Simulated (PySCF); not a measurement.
W(CtBu)Cl3, C5H9Cl3W (singlet state).
Bonds: W1–C2, W1–Cl16, W1–Cl17, W1–Cl18, C2–C3, C3–C4, C3–C5, C3–C6. Hydrogens: H7, H8, H9 on C4; H10, H11, H12 on C5; H13, H14, H15 on C6.

Computed by this run: PBE0-D3(BJ)/def2-SVP geometry optimisation, gas phase, def2 core potentials past Kr in PySCF; density fitting, grid level 1; the optimiser is geomeTRIC in internal coordinates, started from a GFN2-xTB structure with every atom displaced at random (about 0.03 Å).

Step 2: E = -44695.4333 eV
```
atom  x, y, z in Å  |  force x, y, z in eV/Å
W1     -0.0191    0.0015   -2.7648    0.391  -0.497   2.359
C2     -0.0030    0.0086   -0.9782   -0.121  -0.066  -2.197
C3     -0.0076    0.0008    0.5030    0.116  -0.077  -0.192
C4      0.6337    1.3022    0.9874    0.504  -0.080   0.065
C5     -1.4503   -0.0934    1.0157   -0.249  -0.208  -0.494
C6      0.8312   -1.2042    0.9769    0.129   0.060  -0.136
H7      1.6735    1.3798    0.5968   -0.392   0.082   0.261
H8      0.6457    1.3043    2.0925    0.139   0.040  -0.121
H9      0.0624    2.1755    0.6580   -0.065   0.147  -0.129
H10    -1.4614   -0.0977    2.1077    0.048  -0.017   0.327
H11    -1.9287   -1.0268    0.6626    0.052   0.198   0.061
H12    -2.0645    0.7613    0.6752    0.168  -0.157  -0.008
H13     1.8738   -1.1435    0.5919   -0.411   0.002   0.173
H14     0.3943   -2.1575    0.6376    0.011   0.085  -0.016
H15     0.8536   -1.2100    2.0784    0.081  -0.035  -0.009
Cl16    2.2279    0.0360   -3.2997   -0.480  -0.036   0.064
Cl17   -1.1305    1.9099   -3.2448   -0.147   0.194  -0.061
Cl18   -1.1873   -1.9301   -3.2186    0.226   0.366   0.052
```

Step 3: E = -44695.5251 eV
```
atom  x, y, z in Å  |  force x, y, z in eV/Å
W1     -0.0213   -0.0050   -2.7264   -0.021   0.090   0.511
C2      0.0060    0.0004   -0.9801   -0.016  -0.006  -0.550
C3      0.0013   -0.0015    0.4962    0.251   0.086   0.068
C4      0.6483    1.3099    0.9838   -0.135  -0.079  -0.034
C5     -1.4452   -0.1072    0.9864   -0.099   0.012   0.044
C6      0.8249   -1.2055    0.9793   -0.017   0.009  -0.032
H7      1.6818    1.4010    0.6143   -0.055   0.001   0.032
H8      0.6594    1.3293    2.0851    0.049  -0.011  -0.004
H9      0.0736    2.1821    0.6370    0.033  -0.009  -0.037
H10    -1.4696   -0.1098    2.0890    0.008  -0.002  -0.044
H11    -1.9189   -1.0341    0.6283    0.020   0.024  -0.005
H12    -2.0438    0.7449    0.6307   -0.004  -0.013   0.000
H13     1.8590   -1.1466    0.6052   -0.039  -0.020   0.041
H14     0.3828   -2.1505    0.6297    0.012   0.007  -0.015
H15     0.8462   -1.2221    2.0805    0.032  -0.002  -0.005
Cl16    2.1943    0.0285   -3.2881   -0.082  -0.042  -0.001
Cl17   -1.1527    1.9187   -3.1981    0.018  -0.075   0.033
Cl18   -1.1825   -1.9156   -3.1752    0.043   0.031  -0.002
```

Question: Estimate the geometry and energy of step 4. (The exact step hangs on the optimiser's Hessian estimate; all steps are aligned on step 3, rigid shifts and turns removed.)

Answer: E = -44695.5291 eV, largest force 0.140 eV/Å
```
atom  x, y, z in Å  |  force x, y, z in eV/Å
W1     -0.0279    0.0003   -2.7129   -0.026   0.020  -0.136
C2      0.0199    0.0004   -0.9807    0.030  -0.017   0.136
C3      0.0137   -0.0011    0.4966    0.064  -0.024   0.010
C4      0.6466    1.3077    0.9836   -0.030   0.038   0.024
C5     -1.4416   -0.1043    0.9683   -0.037  -0.012  -0.002
C6      0.8286   -1.2068    0.9866   -0.042   0.001  -0.001
H7      1.6820    1.4005    0.6261    0.023   0.008   0.000
H8      0.6532    1.3326    2.0847    0.012   0.006   0.004
H9      0.0771    2.1768    0.6220    0.012   0.004  -0.005
H10    -1.4812   -0.1072    2.0686    0.001  -0.001   0.018
H11    -1.9090   -1.0300    0.6014    0.000  -0.006   0.001
H12    -2.0351    0.7465    0.6024    0.003   0.005   0.002
H13     1.8662   -1.1536    0.6268    0.016   0.004  -0.004
H14     0.3882   -2.1493    0.6292    0.004  -0.003  -0.003
H15     0.8425   -1.2264    2.0878    0.003  -0.001   0.001
Cl16    2.1743    0.0238   -3.3061    0.008  -0.026  -0.021
Cl17   -1.1688    1.9175   -3.1554   -0.036   0.030  -0.007
Cl18   -1.1850   -1.9105   -3.1512   -0.005  -0.025  -0.016
```

The energy changes by -0.0040 eV. The first-order estimate −F·Δx gives -0.0154 eV and the mean of the old and new forces, exact on a quadratic surface, -0.0072 eV. The step makes an angle of 78° with the force vector and moves no atom by more than 0.046 Å.

What follows is the cost of the whole optimisation. Hardware: one thread, Arm Neoverse V1 (aarch64), shared host with 32 logical CPUs at a one-minute load of 8.1. Cost: 6.9 min of wall time, 1.0 GiB resident at most.
